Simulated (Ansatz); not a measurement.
Molecule: sum formula SiN3H5Cl, net charge -1, singlet state. It need not be the lowest isomer of its formula. Whether it binds its extra electron was not tested at this geometry. SMILES: [NH-][Si](N)(N)Cl
Geometry from a B3LYP-D3(BJ)/def2-TZVP (Ansatz, a program for electronic structure) optimisation:
```xyz
10

N      0.5333     1.5320    -1.1805
Si     0.0994     0.1307    -0.4765
N      1.4540    -0.9916    -0.5420
N     -1.3925    -0.6773    -0.9460
Cl    -0.3623     0.0812     1.7246
H     -0.2049     2.2112    -1.3246
H      1.5685    -1.5518     0.2923
H      2.3113    -0.4765    -0.7029
H     -1.6976    -1.4206    -0.3314
H     -1.3731    -1.0155    -1.9000
```
Charge -1, spin multiplicity 1.

Parts of the frozen-core correlation energy in cc-pVTZ (Ansatz, hartree). Frozen orbitals: 13; correlated occupied orbitals by spin: 16 and 16; virtual: 199 and 199. Spin-orbit coupling is left out. Non-relativistic.

```
term                            value
-------------------------  ----------
reference (HF)             -914.92484
MP2 opposite-spin            -0.72578
MP2 same-spin                -0.24075
CCSD correlation             -1.00051
(T)                          -0.04205
T1 diagnostic                   0.011
largest doubles amplitude       0.026
```
